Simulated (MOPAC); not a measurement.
Job for MOPAC: PM7 on GeB, 2S+1 = 4, a spin state set in the input, which need not be the lowest, a point of a bond scan (R = 2.165 Å).

```
PM7 1SCF PRECISE CHARGE=0 UHF MS=1.5 THREADS=1
BGe

B      0.00000000 1     0.00000000 1     0.00000000 1
Ge     0.00000000 1     0.00000000 1     2.16524600 1
```

The log:

```
*******************************************************************************
 **                                                                           **
 **                              MOPAC v23.2.5                                **
 **                                                                           **
 *******************************************************************************
 ** MOPAC's Digital Object Identifier: https://doi.org/10.5281/zenodo.6511958 **
 **                                                                           **
 ** Please cite the open-source release paper for use of this MOPAC version:  **
 ** J. E. Moussa and J. J. P. Stewart (2026)                                  **
 ** MOPAC: An open-source semiempirical molecular orbital program             **
 ** J. Open Source Softw., 11(119), 8025, https://doi.org/10.21105/joss.08025 **
 *******************************************************************************

                              PM7 CALCULATION RESULTS

 *******************************************************************************
 *  PM7        - The PM7 Hamiltonian to be used
 *  UHF        - UNRESTRICTED HARTREE-FOCK CALCULATION
 *
 *
 *
 *                 CHARGE ON SYSTEM = 0
 *
 *
 *
 *  MS=        - IN MECI, MAGNETIC COMPONENT OF SPIN =  1.5
 *  PRECISE    - TIGHTER CRITERIA TO BE USED
 *  1SCF       - DO 1 SCF AND THEN STOP
 *  THREADS=1  - MULTI-THREADING NOT USED
 *  T=         - A TIME OF 172800.0 SECONDS REQUESTED
 *  DUMP=N     - RESTART FILE WRITTEN EVERY 7200.0 SECONDS REQUESTED
 *******************************************************************************
PM7 1SCF PRECISE CHARGE=0 UHF MS=1.5 THREADS=1
 BGe

   ATOM   CHEMICAL          X               Y               Z
  NUMBER   SYMBOL      (ANGSTROMS)     (ANGSTROMS)     (ANGSTROMS)

     1       B          0.00000000  *   0.00000000  *   0.00000000  *
     2      Ge          0.00000000  *   0.00000000  *   2.16524600  *



          CARTESIAN COORDINATES

    NO.       ATOM           X           Y           Z

     1         B          0.0000      0.0000      0.0000
     2        Ge          0.0000      0.0000      2.1652

 General Reference for PM7:
 "Optimization of Parameters for Semiempirical Methods VI: More Modifications to the
 NDDO Approximations and Re-optimization of Parameters", J. J. P. Stewart, J. Mol. Mod., 1:32, 19 (2013)
 https://link.springer.com/article/10.1007/s00894-012-1667-x

           Empirical Formula: B Ge  =     2 atoms



      MOLECULAR POINT GROUP   :   C*v


          UHF CALCULATION, NO. OF ALPHA ELECTRONS =    5
                           NO. OF BETA  ELECTRONS =    2

 -------------------------------------------------------------------------------
 PM7 1SCF PRECISE CHARGE=0 UHF MS=1.5 THREADS=1
 BGe



     1SCF WAS SPECIFIED, SO BFGS WAS NOT USED
     SCF FIELD WAS ACHIEVED


                              PM7 CALCULATION
                                                       MOPAC v23.2.5 Linux




          FINAL HEAT OF FORMATION =        239.21240 KCAL/MOL =    1000.86468 KJ/MOL


          COSMO AREA              =         95.46 SQUARE ANGSTROMS
          COSMO VOLUME            =         83.17 CUBIC ANGSTROMS

          IONIZATION POTENTIAL    =          5.217498 EV
          ALPHA SOMO LUMO (EV)    =         -5.217 -0.838
          BETA  SOMO LUMO (EV)    =         -9.523 -0.325
          NO. OF ALPHA ELECTRONS  =          5
          NO. OF BETA  ELECTRONS  =          2
          MOLECULAR WEIGHT        =         83.4000         POINT GROUP:  C*v

          MOLECULAR DIMENSIONS (Angstroms)

            Atom       Atom       Distance
           Ge     2    B     1     2.16525
           Ge     2    B     1     0.00000
            B     1   Ge     2     0.00000


          SCF CALCULATIONS        =          1





   ATOM   CHEMICAL          X               Y               Z
  NUMBER   SYMBOL      (ANGSTROMS)     (ANGSTROMS)     (ANGSTROMS)

     1       B          0.00000000  *   0.00000000  *   0.00000000  *
     2      Ge          0.00000000  *   0.00000000  *   2.16524600  *

                             CARTESIAN COORDINATES

   1    B        0.000000000     0.000000000     0.000000000
   2   Ge        0.000000000     0.000000000     2.165246000


           Empirical Formula: B Ge  =     2 atoms



      MOLECULAR POINT GROUP   :   C*v


          ALPHA EIGENVALUES
 -14.94821 -10.65069  -6.70470  -6.52594  -5.21750  -0.83822   1.73933   2.27031


           BETA EIGENVALUES
 -13.63592  -9.52259  -0.32505  -0.18173   0.26101   1.02826   1.53685   2.10560


              NET ATOMIC CHARGES AND DIPOLE CONTRIBUTIONS

  ATOM NO.   TYPE          CHARGE      No. of ELECS.   s-Pop       p-Pop
    1          B           0.101125        2.8989     1.77953     1.11934
    2         Ge          -0.101125        4.1011     1.89656     2.20457
 DIPOLE           X         Y         Z       TOTAL
 POINT-CHG.     0.000     0.000    -1.052     1.052
 HYBRID        -0.000    -0.000    -0.831     0.831
 SUM           -0.000    -0.000    -1.882     1.882


          ATOMIC ORBITAL ELECTRON POPULATIONS

     Atom    s        px        py        pz
    1  B   1.77953   1.00000   0.01752   0.10183
    2 Ge   1.89656   1.00000   0.98248   0.22208


                    (SZ)    =    1.500000
                    (S**2)  =    3.752119


          ATOMIC ORBITAL SPIN POPULATIONS

    Atom   Total    s     px     py     pz
         Atomic
    1  B  1.0005  0.002  1.000  0.018 -0.019
    2 Ge  1.9995  0.019  1.000  0.982 -0.002

 **********************
 *                    *
 * JOB ENDED NORMALLY *
 *                    *
 **********************




 == MOPAC DONE ==
```

The run finished.

Cost: about 0.03 core-seconds (a rough figure).
